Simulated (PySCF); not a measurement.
CH₅F₃Si₂, SMILES F[SiH]([Si@@H](F)C)F. Atoms are numbered in the order given.

```xyz
11

C     -2.1908     0.8720    -0.6942
Si    -0.9660    -0.4990    -0.3952
F     -1.5613    -1.5318     0.7234
Si     1.0383     0.3605     0.4617
F      1.4761     1.5729    -0.5258
F      2.2133    -0.7518     0.3928
H     -3.1316     0.4758    -1.1063
H     -2.4215     1.4130     0.2361
H     -1.7729     1.5920    -1.4162
H     -0.7000    -1.2754    -1.6409
H      1.0058     0.8977     1.8482
```

Coordinates come from a PBE0-D3(BJ)/def2-SVP optimisation. The structure was generated by enumeration; whether it is a known compound was not checked. The values are those of a single conformer.

These are PBE/pcSseg-1 (PySCF) values and carry that method's errors.

GIAO shieldings, no solvent; atoms listed in one row are averaged. δ = σ(ref) − σ: ¹³C against TMS (σ = 182.0 ppm); ²⁹Si against TMS (σ = 335.4 ppm); ¹⁹F against CFCl3 (σ = 133.6 ppm); ¹H against TMS (σ = 31.49 ppm), references at their B3LYP-D3(BJ)/def2-TZVP geometries, non-relativistic.

Q: Estimate the chemical shifts. (Estimate from the structure and the level; the computed values follow.)

A: 
```tsv
nucleus	atoms	count	δ (ppm)
¹³C	C1	1	0.4
²⁹Si	Si2	1	19.4
²⁹Si	Si4	1	10.2
¹⁹F	F5	1	-179.8
¹⁹F	F6	1	-182.2
¹⁹F	F3	1	-259.4
¹H	H11	1	6.07
¹H	H10	1	5.89
¹H	H7, H8, H9	3	0.81
```
